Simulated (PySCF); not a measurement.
C5H11B.
Z-matrix (Å and degrees, GFN2-xTB geometry), rows numbered from 1:
```
B 
C   1  1.5665
C   2  1.5380  1  117.18
C   3  1.5298  2  110.18  1   -67.55
C   3  1.4992  2  110.06  1   171.29
C   5  1.3195  3  124.79  2  -119.29
H   1  1.1693  2  121.43  3   -14.85
H   1  1.1696  2  119.12  3   167.65
H   2  1.0981  1  105.70  3   120.61
H   2  1.0940  1  111.70  3  -126.34
H   3  1.0945  2  108.99  1    51.76
H   4  1.0880  3  110.52  2   179.08
H   4  1.0873  3  110.14  2    58.78
H   4  1.0885  3  110.51  2   -60.97
H   5  1.0835  3  115.02  2    60.43
H   6  1.0773  5  122.23  3   179.63
H   6  1.0784  5  121.62  3    -0.38
```

The closed-shell ground state was solved at several levels (PySCF, density fitting, gas phase, non-relativistic).

```csv
level,basis functions,HOMO (eV),LUMO (eV),gap (eV),dipole (D)
PBE0/def2-SVPD,208,-7.42,-1.36,6.06,0.28
PBE0/pcSseg-1,157,-7.39,-1.34,6.05,0.26
```

Task: Estimate the row for B3LYP/pcJ-1, a basis of 272 functions; the other rows only guide the guess.

Result: HOMO -7.14 eV, LUMO -1.58 eV, gap 5.56 eV, dipole 0.28 D.

Task: How far do the dipole and the HOMO energy spread over the levels?

Result: The dipole runs from 0.26 to 0.28 D (mean 0.27 D) and the HOMO from -7.42 to -7.14 eV.

One conformer stands for the species.
